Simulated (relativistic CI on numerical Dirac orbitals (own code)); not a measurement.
Input to a radial Dirac CI calculation:

```
atom Al  Z=13  charge=11  electrons=2
nucleus A=27  rms_radius_fm=3.0610
hamiltonian dirac-coulomb  breit=on  qed=on  c_scale=1
orbitals kli  potential=per-configuration
slater_scale 1
correlation none
mixing on
configurations
  1s2
  1s 2p
  1p 2p
  1s 1p
end
```

(1) How did the run end?

Results:

(1) The self-consistent field of one configuration failed: SCF of 1p 2p ended with code -1.
